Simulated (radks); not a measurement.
Problem. Excited configurations of Ni26+: one electron is placed in a higher orbital outside 1s1. The ground configuration is [He]. Calculated with a radial shooting solver on a logarithmic mesh with Libxc functionals: scalar-relativistic Kohn-Sham, r2SCAN, spin-unpolarised, spherical densities, finite nucleus; meta-GGA in the generalised Kohn-Sham scheme; Fermi nuclear charge, rms radius 3.7757 fm. Excitation = E - E(ground); binding = E(ion) - E, where the ion is the core of charge +27; n* = 27/sqrt(2 binding) in atomic units. These energies are relativistic, and a one-electron ion of charge +27 with no core already has n* below n in this formula (scalar-relativistic equation, point nucleus: 3d 2.997, 4p 3.991, 4d 3.996, 5s 4.983, 5d 4.995, 5f 4.997, 6p 5.989, 7p 6.989, 7d 6.994, 7f 6.997). The quantum defect is therefore taken as that value minus n*, so that it holds no relativistic shift of the bare ion.

| outer orbital | excitation (eV) | binding (eV) | n* | quantum defect | eigenvalue (eV) | <r> (bohr) |
|---|---|---|---|---|---|---|
| 3d | 9259.1 | 1092.6 | 3.013 | -0.016 | -1068.1 | 0.3900 |
| 4p | 9730.3 | 621.44 | 3.995 | -0.004 | -611.12 | 0.8466 |
| 4d | 9735.4 | 616.34 | 4.012 | -0.016 | -604.70 | 0.7787 |
| 5s | 9950.9 | 400.87 | 4.974 | 0.009 | -394.87 | 1.372 |
| 5d | 9956.9 | 394.86 | 5.012 | -0.017 | -387.98 | 1.279 |
| 6p | 10075.6 | 276.12 | 5.993 | -0.004 | -271.69 | 1.955 |
| 7p | 10148.9 | 202.85 | 6.993 | -0.003 | -199.66 | 2.676 |
| 7d | 10150.1 | 201.64 | 7.014 | -0.019 | -198.40 | 2.614 |
| 7f | 10150.2 | 201.55 | 7.015 | -0.019 | -198.01 | 2.505 |

Estimate the row for 5f.

Solution. excitation (eV) 9957.5; binding (eV) 394.21; n* 5.016; quantum defect -0.019; eigenvalue (eV) -386.31; <r> (bohr) 1.170. The Delta-SCF ionisation energy is 10351.8 eV (NIST Atomic Spectra Database: 10288.9 eV, theoretical). Self-interaction in the functional shifts the binding energies and quantum defects, so they are the method's values and not measured ones. Spin polarisation and multiplet splitting are left out, so open shells lie too high by an amount that depends on their filling.

Beside tabulated values, note that spin-unpolarised runs miss the spin-polarisation part of the exchange energy of open shells.
